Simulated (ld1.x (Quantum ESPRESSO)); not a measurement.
**Transferability test, PAW potential for potassium (K)**

potassium, PAW, made with ld1.x (Quantum ESPRESSO) 7.5 (PBEsol, scalar-relativistic). Core [Ne], reference 3s2 3p6 4s1 4p0. Waves: 3s (bound): rcut 1.85, rcutus 2.10 bohr; 4s (bound): rcut 1.85, rcutus 2.10 bohr; 3p (bound): rcut 2.00, rcutus 2.25 bohr; 4p (bound, empty): rcut 2.00, rcutus 2.25 bohr; 3d channel at 0.4 Ry: rcut 1.85, rcutus 2.05 bohr; 3d channel at 2.2 Ry: rcut 1.85, rcutus 2.05 bohr. Local part: all-electron potential smoothed inside 1.70 bohr (lloc = -1). Core correction: Bessel-smoothed model core, default radius (core density twice the valence density). Augmentation charge: BESSEL, radius 1.90 bohr.

Energies are relative to the spin-unpolarised reference configuration 3s2 3p6 4s1 4p0; without spin polarisation the order of configurations can differ from experiment. Not all tests gave a result: test run stopped at test 4 of 5 (negative rho).

Its overlap operator is not positive definite in a basis up to 400 Ry (lowest eigenvalue p -9.12), so the file is unfit for use: the generalised eigenproblem breaks down once the basis is large enough, and its test numbers describe a broken file.

```
valence configuration  charge  ΔE all-electron (eV)  error AE − PS (meV)
      3s2 3p6 4s0 4p0      +1                 4.217                  +36
    3s2 3p6 4s0.5 4p0    +0.5                 1.621                 +6.6
      3s2 3p6 4s0 4p1       0                 1.517                  +48
```

The ghost test of this file was not conclusive.
